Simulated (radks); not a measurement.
The numbers below are computed, except where a source is named.
Spherical quantum dot in the effective-mass picture: electrons in a parabolic well V = omega^2 r^2 / 2 with omega = 0.117, with a point charge +1 (a donor) at the centre, all in effective atomic units (hartree* = m*/eps^2 hartree, bohr* = eps/m* bohr), one dielectric constant everywhere. Level of theory: non-relativistic Kohn-Sham, exchange-only LDA, spin-polarised, spherical densities (a radial shooting solver with Libxc functionals). Levels are named by radial order and angular momentum (1s, 1p, 1d, 2s, ...), and open shells are averaged over m. Each electron was tried in the lowest free levels, single moves between levels near the top were tried too, and the lowest total energy was kept; such a search can miss a lower state. At N = 1 the Hartree and exchange-correlation terms need not cancel, so that row can carry a self-interaction error.

| N | open shells | 2S | E (hartree*) | mu = E(N) - E(N-1) (hartree*) | addition energy mu(N+1) - mu(N) (hartree*) | e(HOMO) (hartree*) |
|---|---|---|---|---|---|---|
| 1 | 1s(up 1, down 0) | 1 | -0.435119 | -0.43512 | 0.5338 | -0.21287 |
| 2 | none | 0 | -0.336486 | 0.098633 | 0.3977 | 0.21990 |
| 3 | 1p(up 1, down 0) | 1 | 0.159855 | 0.49634 | 0.1424 | 0.56658 |
| 4 | 1p(up 2, down 0) | 2 | 0.798621 | 0.63877 | 0.1414 | 0.71037 |
| 5 | 1p(up 3, down 0) | 3 | 1.57878 | 0.78016 | 0.1576 | 0.84893 |
| 6 | 1p(up 3, down 0) 2s(up 1, down 0) | 4 | 2.51657 | 0.93779 | 0.1695 | 1.0000 |
| 7 | 1p(up 3, down 0) 1d(up 1, down 0) 2s(up 1, down 0) | 5 | 3.62388 | 1.1073 | 0.1155 | 1.1655 |
| 8 | 1p(up 3, down 0) 1d(up 2, down 0) 2s(up 1, down 0) | 6 | 4.84671 | 1.2228 | 0.1127 | 1.2797 |
| 9 | 1p(up 3, down 0) 1d(up 3, down 0) 2s(up 1, down 0) | 7 | 6.18223 | 1.3355 | 0.1099 | 1.3909 |
| 10 | 1p(up 3, down 0) 1d(up 4, down 0) 2s(up 1, down 0) | 8 | 7.62762 | 1.4454 | 0.1072 | 1.4994 |
| 11 | 1p(up 3, down 0) 1d(up 5, down 0) 2s(up 1, down 0) | 9 | 9.18018 | 1.5526 | 0.1516 | 1.6053 |
| 12 | 1p(up 3, down 0) 1d(up 5, down 0) | 8 | 10.8843 | 1.7041 | 0.08637 | 1.7438 |
| 13 | 1p(up 3, down 2) 1d(up 5, down 0) 2s(up 1, down 0) | 7 | 12.6748 | 1.7905 | 0.08676 | 1.8342 |
| 14 | 1d(up 4, down 0) | 4 | 14.5521 | 1.8773 | 0.1007 | 1.9304 |
| 15 | 1d(up 5, down 0) | 5 | 16.5300 | 1.9779 | 0.1270 | 2.0252 |
| 16 | 1d(up 5, down 1) | 4 | 18.6350 | 2.1050 | 0.08837 | 2.1492 |
| 17 | 1d(up 5, down 2) | 3 | 20.8284 | 2.1934 | 0.08781 | 2.2374 |
| 18 | 1d(up 5, down 3) | 2 | 23.1095 | 2.2812 | 0.08702 | 2.3248 |
| 19 | 1d(up 5, down 4) | 1 | 25.4777 | 2.3682 | 0.08612 | 2.4114 |
| 20 | none | 0 | 27.9320 | 2.4543 | 0.1248 | 2.4970 |
| 21 | 1f(up 1, down 0) | 1 | 30.5112 | 2.5791 | 0.08194 | 2.6202 |
| 22 | 1f(up 2, down 0) | 2 | 33.1722 | 2.6611 | 0.08119 | 2.7018 |
| 23 | 1f(up 3, down 0) | 3 | 35.9145 | 2.7423 | 0.08041 | 2.7826 |
| 24 | 1f(up 4, down 0) | 4 | 38.7372 | 2.8227 | 0.07961 | 2.8626 |
| 25 | 1f(up 5, down 0) | 5 | 41.6395 | 2.9023 | 0.07881 | 2.9418 |
| 26 | 1f(up 6, down 0) | 6 | 44.6206 | 2.9811 | 0.07803 | 3.0203 |
| 27 | 1f(up 7, down 0) | 7 | 47.6798 | 3.0591 | 0.1068 | 3.0979 |
| 28 | 1f(up 7, down 1) | 6 | 50.8457 | 3.1659 | 0.07451 | 3.2032 |
| 29 | 1f(up 7, down 2) | 5 | 54.0861 | 3.2404 | 0.07411 | 3.2775 |
| 30 | 1f(up 7, down 3) | 4 | 57.4006 | 3.3145 | 0.07365 | 3.3514 |
| 31 | 1f(up 7, down 4) | 3 | 60.7888 | 3.3882 | 0.07315 | 3.4248 |
| 32 | 1f(up 7, down 5) | 2 | 64.2501 | 3.4613 | 0.07262 | 3.4977 |
| 33 | 1f(up 7, down 6) | 1 | 67.7841 | 3.5339 | 0.07207 | 3.5701 |
| 34 | none | 0 | 71.3901 | 3.6060 | 0.08426 | 3.6419 |
| 35 | 2p(up 1, down 0) | 1 | 75.0803 | 3.6903 | 0.07038 | 3.7253 |
| 36 | 2p(up 2, down 0) | 2 | 78.8410 | 3.7607 | 0.07097 | 3.7961 |
| 37 | 2p(up 3, down 0) | 3 | 82.6726 | 3.8316 | 0.07769 | 3.8671 |
| 38 | 2p(up 3, down 0) 3s(up 1, down 0) | 4 | 86.5819 | 3.9093 | 0.08151 | 3.9439 |
| 39 | 2p(up 3, down 0) 1g(up 1, down 0) 3s(up 1, down 0) | 5 | 90.5728 | 3.9908 | 0.06805 | 4.0249 |
| 40 | 2p(up 3, down 0) 1g(up 2, down 0) 3s(up 1, down 0) | 6 | 94.6316 | 4.0589 | 0.06761 | 4.0927 |
| 41 | 2p(up 3, down 0) 1g(up 3, down 0) 3s(up 1, down 0) | 7 | 98.7581 | 4.1265 | 0.06717 | 4.1601 |
| 42 | 2p(up 3, down 0) 1g(up 4, down 0) 3s(up 1, down 0) | 8 | 102.952 | 4.1937 | 0.06674 | 4.2271 |
| 43 | 2p(up 3, down 0) 1g(up 5, down 0) 3s(up 1, down 0) | 9 | 107.212 | 4.2604 | 0.06630 | 4.2936 |
| 44 | 2p(up 3, down 0) 1g(up 6, down 0) 3s(up 1, down 0) | 10 | 111.539 | 4.3267 | - | 4.3597 |

All shells are closed at N = 2, 20, 34 (there: 1s2 1p6 1d10 2s2 1f14); the second difference of the energy has clear peaks (12 % above both neighbours; the first and last values, which can be the largest, are not judged, and half-filled shells can peak too) at N = 11, 15, 20, 27, 34.
